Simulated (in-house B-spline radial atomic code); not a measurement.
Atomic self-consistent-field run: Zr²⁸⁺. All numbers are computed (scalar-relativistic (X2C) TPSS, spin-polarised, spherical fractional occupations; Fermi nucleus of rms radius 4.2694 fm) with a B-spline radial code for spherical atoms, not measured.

Command:
```bash
python run_scf.py task.json out
```
Settings (nuclear radius in fm, mass in u):
```
Z                40
configuration    [Ne] 3s2
hamiltonian      x2c
method           tpss,tpss
spin_polarised   True
nucleus          fermi
rms_radius       4.2694
atomic_mass      89.9047
speed_of_light   137.035999084
```

Output (hartree, bohr):
```
 radial grid: 58 intervals, B-splines of order 8, outer radius 2.4042 bohr

 iter        energy (Eh)    residual
    1       -3032.643363    6.99e-02
    2       -3032.644502    7.01e-04
    3       -3032.644502    3.56e-04
    4       -3032.644502    1.81e-04
    5       -3032.644502    3.17e-06
    6       -3032.644502    2.03e-07

 total energy                     -3032.64450
 kinetic                            3150.1988
 electron-nucleus                  -6570.8300
 Hartree                             459.1689
 exchange-correlation                -71.1823

 orbital      occ     eigenvalue          <r>       <r^2>       <1/r>       r_max
 1s up      1.000      -707.7532    0.0365572  0.00181294     42.5218     0.02358
 1s down    1.000      -707.7532    0.0365572  0.00181294     42.5218     0.02358
 2s up      1.000      -140.8283     0.159365   0.0299016     9.64295      0.1357
 2s down    1.000      -140.8283     0.159365   0.0299016     9.64295      0.1357
 2p up      3.000      -131.4771      0.13872   0.0234113     9.17449      0.1081
 2p down    3.000      -131.4771      0.13872   0.0234113     9.17449      0.1081
 3s up      1.000       -55.0968     0.391119    0.173901     3.83826      0.3704
 3s down    1.000       -55.0968     0.391119    0.173901     3.83826      0.3704
```

Run time, properties included: 0.22 s on 1 thread of Arm Neoverse V1, on a shared host.

One-electron X2C: radii and densities carry no picture-change correction, so inner-shell <1/r> comes out high (for 1s by about 2 % at Z = 33, 5 % at 54, 10 % at 75, 30 % at 118) and <r> low.
